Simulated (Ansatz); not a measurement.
Calculated with Ansatz (gas phase, PBE0-D4/def2-TZVP geometries, no zero-point term in ΔE). CBS: MP2 limit from def2 TZ/QZ plus the TZ coupled-cluster correction, frozen cores. This one scheme is used for every species. Functionals use def2-TZVPP. Each species was taken in one conformer, which may not be the lowest.

`O[SiH](Cl)[SiH2]Cl` + H–F → `O[SiH](F)[SiH2]Cl` + HCl  (ligand exchange at the Si–Cl bond)

CCSD(T)/CBS gives -9.0 kcal/mol.

(1) Another level gave -11.6 kcal/mol. Which?
A. CAM-B3LYP/def2-TZVPP
B. CAM-B3LYP-D4/def2-TZVPP
C. PBE-D4/def2-TZVPP
D. BLYP-D4/def2-TZVPP

Largest T1 diagnostic among the species: 0.012.

Answers

(1) B. CAM-B3LYP-D4 -11.6, BLYP-D4 -10.1, PBE-D4 -7.8, CAM-B3LYP -12.6 kcal/mol.

Leaving LDA and LC-ωPBE aside and taking each functional with its dispersion term where it has one, the values, not all of them listed here, spread over 4.6 kcal/mol, from CAM-B3LYP-D4 to revPBE-D4. The D4 term adds +1.7 kcal/mol with B3LYP and +0.9 kcal/mol with PBE0; it sums over pairs of atoms, weighted by their polarisabilities, and B3LYP, whose exchange is more repulsive, gets the larger term.

B3LYP here is the variant with VWN-RPA as its local correlation; programs differ in this.

CCSD(T)/CBS has its own doubt, a few kJ/mol and more with outer-core shells, so smaller differences from it don't rank the levels.
